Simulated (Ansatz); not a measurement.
Reaction (redistribution): `C[SiH2][SiH2][SiH3]` + `[SiH3]O[SiH2][GeH3]` → `[SiH3][SiH2][SiH2][SiH2][GeH3]` + `CO[SiH3]`

Isolated molecules relaxed with PBE0-D4/def2-TZVP in Ansatz; ΔE leaves out vibrations. CBS: MP2 limit from def2 TZ/QZ plus the TZ coupled-cluster correction, frozen cores. DFT in def2-TZVPP. For Ge outer-core shells are correlated without core-valence functions, which leaves a few kJ/mol of doubt a bond. Scalar relativity is left out up to krypton. One conformer a species, not always the lowest.

| species | LDA (SPW92) energy (Eh) |
| --- | --- |
| `C[SiH2][SiH2][SiH3]` | -908.69994 |
| `[SiH3]O[SiH2][GeH3]` | -2730.05423 |
| `[SiH3][SiH2][SiH2][SiH2][GeH3]` | -3234.30672 |
| `CO[SiH3]` | -404.39040 |

Problem. Work out ΔE.

Solution. ΔE = (-3234.30672) + (-404.39040) − (-908.69994) − (-2730.05423) = 0.05705 Eh = +35.8 kcal/mol. CCSD(T)/CBS gives +41.6 kcal/mol.

Largest T1 diagnostic among the species: 0.013.

At CCSD(T), def2-SVP lies −6.6 kcal/mol from the extrapolated value and def2-TZVPP −0.7 kcal/mol. The D4 term adds −2.6 kcal/mol with B3LYP and −1.5 kcal/mol with PBE0; it sums over pairs of atoms, weighted by their polarisabilities, and B3LYP, whose exchange is more repulsive, gets the larger term.

B3LYP here is the variant with VWN-RPA as its local correlation; programs differ in this.
